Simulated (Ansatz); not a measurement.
`O=C=NB(F)Cl` + `C=N` → `C=NB(F)Cl` + `N=C=O`  (ligand exchange at a B–N bond)

Gas-phase electronic energies from Ansatz, PBE0-D4/def2-TZVP geometries. CBS: MP2 limit from def2 TZ/QZ plus the TZ coupled-cluster correction, frozen cores. This one scheme is used for every species. Functionals use def2-TZVPP. B3LYP here is the variant with VWN-RPA as its local correlation; programs differ in this. HSE06 is defined as in plane-wave codes. Each species was taken in one conformer, which may not be the lowest.

`O=C=NB(F)Cl`:

Cartesian coordinates in Å:
```
O 1.524 1.410 1.577
C 1.006 0.635 0.894
N 0.541 -0.229 0.196
B -0.565 -0.574 -0.610
F -0.582 -1.745 -1.205
Cl -1.924 0.504 -0.851
```

`C=N`:

```xyz
5

C    -0.378   -0.093    0.024
N     0.581    0.723    0.086
H    -0.281   -1.158   -0.213
H    -1.390    0.269    0.218
H     1.468    0.259   -0.115
```

`C=NB(F)Cl`:

Cartesian coordinates in Å:
```
C 0.824 -0.799 -0.659
N 0.242 -0.183 0.251
B -0.658 0.783 0.667
F -0.248 2.001 0.992
Cl -2.356 0.378 0.897
H 1.527 -1.605 -0.428
H 0.669 -0.575 -1.721
```

`N=C=O`:

Cartesian coordinates in Å:
```
N -0.408 -0.362 -0.537
C 0.016 0.170 0.461
O 0.299 0.649 1.480
H 0.092 -0.456 -1.403
```

```
             level  ΔE (kcal/mol)  difference from CCSD(T)/CBS
       LDA (SPW92)            3.1                         -3.8
           BLYP-D4            4.8                         -2.1
        r2SCANh-D4            5.9                         -1.0
          HSE06-D4            5.7                         -1.2
          BHLYP-D4            6.8                         -0.1
           ωB97M-V            6.5                         -0.4
            B2PLYP            6.4                         -0.5
            revPBE            5.1                         -1.8
              PBE0            5.7                         -1.2
             B3LYP            5.5                         -1.4
RPA@PBE/def2-TZVPP            8.0                          1.1
     HF/def2-TZVPP            8.9                          2.0
CCSD(T)/def2-TZVPP            7.6                          0.7
    MP2/def2-QZVPP            7.1                          0.2
SCS-MP2/def2-QZVPP            7.3                          0.4
      HF/CBS(def2)            8.8                          1.9
       CCSD(T)/CBS            6.9                            0
```

(1) What do rigid-rotor, harmonic-oscillator terms from PBE0-D4/def2-TZVP frequencies (298.15 K, 1 bar) make of the CCSD(T)/CBS value? (An estimate is asked.)

Largest T1 diagnostic among the species: 0.018.

Results:

(1) The calculation gave: ΔZPE = -1.1 kcal/mol, ΔH = +5.8 kcal/mol, ΔS = -3 J/(mol·K), ΔG = +6.1 kcal/mol.

In def2-TZVPP, CCSD(T) changes the Hartree–Fock value by −1.3 kcal/mol (the triples alone add −0.1 kcal/mol) and MP2 by −1.4 kcal/mol. From BLYP to BHLYP (50 % exact exchange), in def2-TZVPP and without D4, ΔE moves by +1.9 kcal/mol.
